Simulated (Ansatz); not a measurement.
Geometry optimisation, RKS PBE/STO-3G (Ansatz 0.2.0).

Input:

```yaml
crystal:
  periodic: [false, false, false]
  atoms:
    - { symbol: O, position_ang: [-0.51908, 0.87824, -1.56544] }
    - { symbol: C, position_ang: [-0.59142, 0.34191, -0.39196] }
    - { symbol: Si, position_ang: [0.99316, -0.4513, 0.47435] }
    - { symbol: S, position_ang: [-2.14002, 0.34405, 0.26415] }
    - { symbol: H, position_ang: [0.36376, 0.89512, -1.97613] }
    - { symbol: H, position_ang: [0.89162, -1.82981, 0.00805] }
    - { symbol: H, position_ang: [0.7436, -0.241, 1.89379] }
    - { symbol: H, position_ang: [2.07445, 0.32576, -0.12645] }
    - { symbol: H, position_ang: [-1.81609, -0.26298, 1.41964] }
total_charge: 1
basis:
  gaussian: { orbitals: STO-3G }
hamiltonian:
  xc: pbe
relax:
  f_tol: 0.02
  max_steps: 40
scf:
  lower_state_search: "off"
```

Run as:

```bash
$ ansatz run input.yaml --threads 1 --pin off --max-ram 2048MiB --backend cpu --events-out ev --progress --plain --runs-dir out
```

Q: Where does it end, and by what steps?

A: The forces met the threshold. Limits of this set-up: minimal basis, the dipole of an ion depends on the origin. After 15 steps the energy has fallen by 0.443 eV; H7 moved furthest, 0.44 Å.

```tsv
step	energy less start (eV)	largest force component (eV/Å)	accepted
0	0.0000	3.644	yes
1	-0.3516	1.647	yes
2	-0.4289	0.292	yes
3	-0.4297	0.209	yes
4	-0.4347	0.107	yes
5	-0.4355	0.080	yes
6	-0.4365	0.059	yes
7	-0.4373	0.061	yes
8	-0.4384	0.111	yes
9	-0.4393	0.084	yes
10	-0.4408	0.077	yes
11	-0.4414	0.076	yes
12	-0.4419	0.089	yes
13	-0.4423	0.076	yes
14	-0.4427	0.021	yes
15	-0.4428	0.016	yes
```

```xyz
9
Properties=species:S:1:pos:R:3
O -0.526 1.095 -1.525
C -0.592 0.345 -0.377
Si 0.965 -0.445 0.443
S -2.230 0.221 0.188
H 0.478 1.128 -1.799
H 0.734 -1.883 0.404
H 1.008 0.095 1.795
H 2.057 0.002 -0.411
H -1.894 -0.556 1.282
```

The run took 27 s on 1 thread of Arm Neoverse V1 (shared host), peak memory 0.13 GiB.
